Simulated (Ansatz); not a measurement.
```yaml
crystal:
  periodic: [false, false, false]
  atoms:
    - {symbol: S, position_ang: [-21.333629, -0.052326, -0.001673]}
    - {symbol: C, position_ang: [-19.623180, 0.295556, 0.225160]}
    - {symbol: C, position_ang: [-18.638749, -0.496829, -0.276116]}
    - {symbol: C, position_ang: [-17.201113, -0.302025, -0.114048]}
    - {symbol: C, position_ang: [-16.625548, 0.747917, 0.645593]}
    - {symbol: C, position_ang: [-15.243683, 0.881368, 0.757921]}
    - {symbol: C, position_ang: [-14.348339, -0.021531, 0.125058]}
    - {symbol: C, position_ang: [-12.913426, 0.169269, 0.284698]}
    - {symbol: C, position_ang: [-11.917392, -0.595512, -0.251504]}
    - {symbol: C, position_ang: [-10.483121, -0.406337, -0.087830]}
    - {symbol: C, position_ang: [-9.906995, 0.636062, 0.684034]}
    - {symbol: C, position_ang: [-8.525874, 0.763338, 0.803676]}
    - {symbol: C, position_ang: [-7.630609, -0.136635, 0.164891]}
    - {symbol: C, position_ang: [-6.196448, 0.050444, 0.329048]}
    - {symbol: C, position_ang: [-5.201543, -0.718724, -0.204178]}
    - {symbol: C, position_ang: [-3.767114, -0.528922, -0.046705]}
    - {symbol: C, position_ang: [-2.874324, -1.430404, -0.687132]}
    - {symbol: C, position_ang: [-1.492858, -1.296084, -0.582696]}
    - {symbol: C, position_ang: [-0.913778, -0.244267, 0.174275]}
    - {symbol: C, position_ang: [0.521013, -0.041320, 0.311236]}
    - {symbol: C, position_ang: [1.514051, -0.790721, -0.252742]}
    - {symbol: C, position_ang: [2.948785, -0.577492, -0.132062]}
    - {symbol: C, position_ang: [3.530009, 0.467534, 0.632456]}
    - {symbol: C, position_ang: [4.911170, 0.629285, 0.695792]}
    - {symbol: C, position_ang: [5.801169, -0.235199, 0.002783]}
    - {symbol: C, position_ang: [7.234938, -0.001040, 0.095026]}
    - {symbol: C, position_ang: [8.223683, -0.702036, -0.534686]}
    - {symbol: C, position_ang: [9.656723, -0.460367, -0.454190]}
    - {symbol: C, position_ang: [10.239319, 0.564611, 0.341561]}
    - {symbol: C, position_ang: [11.614699, 0.761349, 0.379018]}
    - {symbol: C, position_ang: [12.502804, -0.053269, -0.376355]}
    - {symbol: C, position_ang: [13.949735, 0.113729, -0.374681]}
    - {symbol: C, position_ang: [14.667989, 1.045495, 0.316514]}
    - {symbol: C, position_ang: [16.116381, 1.215355, 0.318705]}
    - {symbol: C, position_ang: [16.693873, 2.244178, 1.104554]}
    - {symbol: C, position_ang: [18.073403, 2.455469, 1.147902]}
    - {symbol: C, position_ang: [18.940966, 1.634663, 0.395218]}
    - {symbol: S, position_ang: [20.681028, 1.954055, 0.491901]}
    - {symbol: C, position_ang: [18.384870, 0.603123, -0.395152]}
    - {symbol: C, position_ang: [17.005231, 0.401800, -0.429708]}
    - {symbol: C, position_ang: [11.922363, -1.077235, -1.166292]}
    - {symbol: C, position_ang: [10.542330, -1.274982, -1.203801]}
    - {symbol: C, position_ang: [5.220270, -1.286188, -0.753698]}
    - {symbol: C, position_ang: [3.839180, -1.448661, -0.816115]}
    - {symbol: C, position_ang: [-1.806497, 0.653334, 0.820098]}
    - {symbol: C, position_ang: [-3.188097, 0.519232, 0.715345]}
    - {symbol: C, position_ang: [-8.206674, -1.178569, -0.607647]}
    - {symbol: C, position_ang: [-9.587667, -1.305658, -0.727401]}
    - {symbol: C, position_ang: [-14.925095, -1.073084, -0.632599]}
    - {symbol: C, position_ang: [-16.306892, -1.206084, -0.746058]}
    - {symbol: H, position_ang: [-21.800851, 1.082985, 0.586506]}
    - {symbol: H, position_ang: [-19.390803, 1.194254, 0.817050]}
    - {symbol: H, position_ang: [-18.930954, -1.379807, -0.871317]}
    - {symbol: H, position_ang: [-17.272861, 1.472357, 1.162633]}
    - {symbol: H, position_ang: [-14.826769, 1.707280, 1.356202]}
    - {symbol: H, position_ang: [-12.632865, 1.032666, 0.912306]}
    - {symbol: H, position_ang: [-12.197297, -1.457570, -0.881071]}
    - {symbol: H, position_ang: [-10.556382, 1.359028, 1.199728]}
    - {symbol: H, position_ang: [-8.107850, 1.582756, 1.410058]}
    - {symbol: H, position_ang: [-5.914977, 0.914622, 0.955197]}
    - {symbol: H, position_ang: [-5.483573, -1.583317, -0.829403]}
    - {symbol: H, position_ang: [-3.295013, -2.255715, -1.283593]}
    - {symbol: H, position_ang: [-0.845507, -2.019913, -1.099621]}
    - {symbol: H, position_ang: [0.804876, 0.822549, 0.936353]}
    - {symbol: H, position_ang: [1.229883, -1.652420, -0.880630]}
    - {symbol: H, position_ang: [2.884567, 1.166201, 1.185179]}
    - {symbol: H, position_ang: [5.333381, 1.451619, 1.295016]}
    - {symbol: H, position_ang: [7.520749, 0.845991, 0.741993]}
    - {symbol: H, position_ang: [7.936822, -1.543156, -1.188956]}
    - {symbol: H, position_ang: [9.592813, 1.219680, 0.944295]}
    - {symbol: H, position_ang: [12.018376, 1.567027, 1.010105]}
    - {symbol: H, position_ang: [14.493617, -0.604973, -1.011786]}
    - {symbol: H, position_ang: [14.122790, 1.764057, 0.952430]}
    - {symbol: H, position_ang: [16.032953, 2.895537, 1.697754]}
    - {symbol: H, position_ang: [18.484481, 3.264673, 1.770586]}
    - {symbol: H, position_ang: [21.067475, 0.953807, -0.347396]}
    - {symbol: H, position_ang: [19.042527, -0.049038, -0.989894]}
    - {symbol: H, position_ang: [16.608679, -0.410345, -1.056869]}
    - {symbol: H, position_ang: [12.582192, -1.727309, -1.762639]}
    - {symbol: H, position_ang: [10.123871, -2.079227, -1.829589]}
    - {symbol: H, position_ang: [5.865896, -1.987706, -1.302556]}
    - {symbol: H, position_ang: [3.417036, -2.272411, -1.413399]}
    - {symbol: H, position_ang: [-1.385779, 1.478459, 1.416792]}
    - {symbol: H, position_ang: [-3.835582, 1.242398, 1.233019]}
    - {symbol: H, position_ang: [-7.557342, -1.901047, -1.124045]}
    - {symbol: H, position_ang: [-10.005686, -2.124651, -1.334295]}
    - {symbol: H, position_ang: [-14.276435, -1.801358, -1.141690]}
    - {symbol: H, position_ang: [-16.723767, -2.033640, -1.341842]}
basis:
  gaussian: {orbitals: def2-SVP, fitting: {mean_field: def2-universal-jkfit}}
total_charge: 1
magnetization: {spin_polarized: true, initial_magnetization: 1}
hamiltonian: {xc: {name: B3LYP5}}
```

```sh
$ ansatz run in.yaml --threads 4 --pin off --events-out ev --progress --plain --max-ram 66560MiB --backend cuda --devices 0, --max-vram 37GiB
```

It prints (some lines left out):

```
Functional definition: B3LYP5
4540 factors; integrals over basis functions are off by at most 3.4e-1 eV
mean field evaluation 1: about -71903.9068 eV, gradient 1.1e2 eV
mean field evaluation 2: about -71338.5481 eV, gradient 2.4e2 eV
mean field evaluation 4: about -71864.3397 eV, gradient 8.1e1 eV
mean field evaluation 8: about -71981.6442 eV, gradient 1.2e0 eV
mean field evaluation 16: about -71980.9184 eV, gradient 3.2e0 eV
mean field evaluation 32: about -71981.3998 eV, gradient 1.2e-3 eV
mean field -71981.64554754 eV, -2645.2766829604 hartree, gradient 2.6e-5 eV, S^2 0.758330; 5 other end points of the search recorded, 0 dependent functions left out
reference -71981.64652487 eV, -2645.2767188767 hartree; 179, 178 occupied and 719, 720 virtual orbitals, 4540 factors
Total energy: -71981.64652487 eV, -2645.2767188767 hartree
```

It took 73 s on 4 threads of AMD EPYC 7R13 on a shared host and a share (37 GiB) of an NVIDIA H100 80GB HBM3, peak host memory 1.7 GiB.
